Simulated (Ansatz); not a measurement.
Species: H2F2NSi, SMILES `N[Si](F)F` (charge 0, multiplicity 2).

**Question.** Give a relaxed geometry from Ansatz (a first-principles code) with r2SCAN-D4/def2-TZVP.

**Answer.** Several could match; the one computed here: the end point of this relaxation, one of several conformers (outside a Z-matrix the atoms follow the SMILES, hydrogens last).
Cartesian coordinates (Å) in one orientation:
```xyz
6

N     -0.853    -0.014     0.130
Si     0.755     0.057    -0.444
F      1.470     1.258     0.327
F      1.457    -1.315    -0.030
H     -1.419    -0.816    -0.107
H     -1.409     0.830     0.124
```
